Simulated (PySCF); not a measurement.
Species: C6H10OSi2.
Atom-mapped SMILES: `[OH:1][SiH2:2][c:3]1[cH:4][cH:5][c:6]([SiH3:7])[cH:8][cH:9]1`

Structure used (PBE0-D3(BJ)/def2-SVP), in Å, numbered top down from 1:
```
atom  x, y, z in Å
O1     3.6950    0.5884   -0.3902
Si2    2.9084   -0.7066   -1.0865
C3     1.0897   -0.3848   -0.8075
C4     0.1186   -1.3172   -1.1987
C5    -1.2354   -1.0634   -0.9988
C6    -1.6637    0.1311   -0.3988
Si7   -3.4891    0.4574   -0.0949
C8    -0.6895    1.0612   -0.0086
C9     0.6666    0.8091   -0.2081
H10    4.6546    0.6017   -0.4270
H11    3.2142   -0.8063   -2.5499
H12    3.3182   -2.0048   -0.4614
H13    0.4168   -2.2598   -1.6699
H14   -1.9692   -1.8089   -1.3207
H15   -3.7338    1.9304   -0.0355
H16   -4.3052   -0.1440   -1.1934
H17   -3.9388   -0.1456    1.1989
H18   -0.9907    2.0047    0.4566
H19    1.4119    1.5460    0.1031
```

The computed photoelectron lines, unassigned: C 1s: 289.76 (area 1), 289.81 (area 1), 290.16 (area 2), 290.19 (area 2) eV; O 1s: 538.57 eV; Si 1s: 1846.27 (area 1), 1847.01 (area 1) eV; Si 2p3/2: 106.50 (area 1), 107.11 (area 1) eV.

Method: delta-SCF UKS SCAN, pcX-2 on the ionised atom, pcseg-1 elsewhere, spin-free X2C (PySCF 2.14.0). Isolated species at its PBE0-D3(BJ)/def2-SVP geometry (one conformer only).

(1) Assign the Si 1s lines to atoms.

(2) Which silicon gives which Si 2p3/2 line?

Results:

(1) 1846.27 eV: Si7 (SiH3 silicon); 1847.01 eV: Si2 (oxygen-bound silicon). Lowest listed Si 1s: Si7, bonded to C and 3 H. Highest, 0.74 eV above it: Si2, bonded to O, C and 2 H.

(2) 106.50 eV: Si7 (SiH3 silicon); 107.11 eV: Si2 (oxygen-bound silicon). Lowest listed Si 2p3/2: Si7, bonded to C and 3 H. Highest, 0.61 eV above it: Si2, bonded to O, C and 2 H. Summing the Pauling electronegativity differences to the bonded atoms, each weighted by its formal bond order, gives +1.55 for the lowest site and +2.79 for the highest.

Bonded neighbours of each site: O1: H and Si; Si2: O, C and 2 H; C3: 2 C (aromatic in the SMILES) and Si; C4/C9: 2 C (aromatic in the SMILES) and H; C5/C8: 2 C (aromatic in the SMILES) and H; C6: 2 C (aromatic in the SMILES) and Si; Si7: C and 3 H.

**Question.** Which photon wavelength matches the Si 1s of Si7 threshold?

**Answer.** λ = hc/E = 12398.42 eV Å / 1846.27 eV = 6.715 Å.

Topologically equivalent atoms share the value of their first member; where this conformer doesn't relate them by symmetry, their own values could differ. For 2p shells one spin-free hole was relaxed; a mean-field spin–orbit operator and the ground-state splitting of the three 2p orbitals were then diagonalised within the shell. The shell's mean is (2 × 2p3/2 + 2p1/2)/3, and the degeneracies 2j + 1 give areas of 2:1. 2p1/2 minus 2p3/2 (ligand field included): Si 0.62 eV.
